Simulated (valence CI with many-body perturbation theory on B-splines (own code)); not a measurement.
# Au XLIX: calculated level list

Computed by relativistic CI+MBPT: three valence electrons over a frozen Dirac-Fock core [Ar] 3d10, radial functions for each j: 11 s, 11 p, 10 d, 8 f, 5 g, 2 h, with the one-electron correlation potential Σ1, the two-electron term Σ2, the three-electron term Σ3, Breit, model QED; selected CI, second order for the rest, scaled by the run's own slope (own B-spline code, finite nucleus).

The last digits are not significant, and no measured levels were compared; by estimate large intervals hold to a few tenths of a per cent, small ones and those within an open d or f shell to about a per cent.

Levels 136 to 179 of 179, with energies above the lowest level, (4s^2 4p1/2) J=1/2. "Leading %" is the weight of the configuration and term that name the level; weights of strongly mixed levels are sums over their largest components and can fall short. In the jj column 3d3/2^4 stands for four electrons in 3d with j = 3/2. Lifetimes count E1, E2, E3, M1 and M2 decay at the calculated energies, and are blank where another channel may lead or the interval is too uncertain; long ones can be off by a factor of two.

```tsv
No.	Configuration	Term	J	E (× 10³ cm⁻¹)	Leading %	Lifetime	Leading jj
136	4p²4f	⁴D°	5/2	7239.1	42	920 fs	4p1/2 4p3/2 4f7/2 (81 %)
137	4p4d²	⁴D°	7/2	7254.9	21	726 fs	4p1/2 4p3/2 4f5/2 (36 %)
138	4p²4f	²P°	3/2	7271.7	31	1.25 ps	4p1/2 4p3/2 4f7/2 (51 %)
139	4p²4f	²D°	5/2	7280.8	22	1.18 ps	4p1/2 4p3/2 4f7/2 (55 %)
140	4p4d²	²H°	9/2	7371.3	25	1.02 ps	4p1/2 4d5/2^2 (48 %)
141	4p4d²	²F°	5/2	7372.3	26	1.08 ps	4p1/2 4d5/2^2 (52 %)
142	4p²4f	²P°	3/2	7379.8	18	995 fs	4p1/2 4d5/2^2 (52 %)
143	4p4d²	²F°	7/2	7396.8	20	688 fs	4p1/2 4d5/2^2 (41 %)
144	4p4d²	²P°	1/2	7414.8	71	1.20 ps	4p1/2 4d5/2^2 (95 %)
145	4s4d4f	⁴H°	7/2	7574.1	86	780 fs	4s 4d3/2 4f5/2 (99 %)
146	4s4d4f	⁴H°	9/2	7613.9	60	707 fs	4s 4d3/2 4f5/2 (86 %)
147	4s4d4f	⁴F°	3/2	7618.9	70	570 fs	4s 4d3/2 4f5/2 (93 %)
148	4s4d4f	⁴F°	5/2	7625.2	45	579 fs	4s 4d3/2 4f5/2 (88 %)
149	4s4d4f	⁴G°	7/2	7669.2	35	566 fs	4s 4d3/2 4f5/2 (66 %)
150	4s4d4f	²G°	7/2	7683.6	42	665 fs	4s 4d3/2 4f7/2 (80 %)
151	4s4d4f	⁴F°	9/2	7686.8	29	660 fs	4s 4d3/2 4f7/2 (90 %)
152	4s4d4f	⁴G°	5/2	7692.5	70	473 fs	4s 4d3/2 4f5/2 (93 %)
153	4s4d4f	⁴H°	11/2	7711.7	75	830 fs	4s 4d3/2 4f7/2 (78 %)
154	4s4d4f	⁴P°	5/2	7721.6	24	619 fs	4s 4d3/2 4f7/2 (87 %)
155	4s4d4f	⁴D°	3/2	7728.1	30	551 fs	4s 4d3/2 4f5/2 (87 %)
156	4s4d4f	⁴D°	7/2	7738.4	26	546 fs	4s 4d3/2 4f7/2 (77 %)
157	4s4d4f	⁴D°	1/2	7747.8	63	501 fs	4s 4d3/2 4f5/2 (88 %)
158	4s4d4f	²H°	9/2	7747.8	58	747 fs	4s 4d3/2 4f7/2 (76 %)
159	4s4d4f	⁴P°	5/2	7769.1	33	543 fs	4s 4d3/2 4f7/2 (86 %)
160	4s4d4f	²D°	3/2	7784.8	37	544 fs	4s 4d3/2 4f7/2 (81 %)
161	4s4d4f	⁴G°	9/2	7857.3	45	1.28 ps	4s 4d5/2 4f5/2 (84 %)
162	4s4d4f	⁴H°	13/2	7871.6	100	2.45 ps	4s 4d5/2 4f7/2 (100 %)
163	4s4d4f	⁴G°	7/2	7873.8	30	1.07 ps	4s 4d5/2 4f5/2 (89 %)
164	4s4d4f	⁴D°	5/2	7883.2	40	1.07 ps	4s 4d5/2 4f5/2 (86 %)
165	4s4d4f	⁴G°	11/2	7895.4	55	1.35 ps	4s 4d5/2 4f5/2 (55 %)
166	4s4d4f	⁴F°	9/2	7902.4	59	1.39 ps	4s 4d5/2 4f7/2 (93 %)
167	4s4d4f	⁴D°	3/2	7908.5	40	839 fs	4s 4d5/2 4f5/2 (79 %)
168	4s4d4f	²G°	7/2	7908.8	47	1.03 ps	4s 4d5/2 4f5/2 (60 %)
169	4s4d4f	⁴P°	1/2	7925.5	82	1.08 ps	4s 4d5/2 4f5/2 (97 %)
170	4s4d4f	²F°	5/2	7933.0	44	1.15 ps	4s 4d5/2 4f5/2 (70 %)
171	4p4d²	⁴F°	3/2	7935.7	25	312 fs	4p3/2 4d3/2^2 (84 %)
172	4s4d4f	²F°	7/2	7944.3	58	1.37 ps	4s 4d5/2 4f7/2 (68 %)
173	4s4d4f	²H°	11/2	7944.6	75	2.10 ps	4s 4d5/2 4f7/2 (81 %)
174	4s4d4f	²D°	3/2	7946.3	45	1.07 ps	4s 4d5/2 4f5/2 (66 %)
175	4p4d²	⁴D°	1/2	7967.2	63	328 fs	4p3/2 4d3/2^2 (82 %)
176	4s4d4f	⁴P°	5/2	7974.1	29	755 fs	4s 4d5/2 4f7/2 (65 %)
177	4s4d4f	²G°	9/2	7986.7	45	947 fs	4s 4d5/2 4f5/2 (56 %)
178	4s4d4f	²P°	1/2	7987.8	67	788 fs	4s 4d5/2 4f5/2 (67 %)
179	4p4d²	⁴F°	5/2	7991.9	29	338 fs	4p3/2 4d3/2^2 (62 %)
```

Where two levels of one J and parity lie close, their mixing, g and order are uncertain.
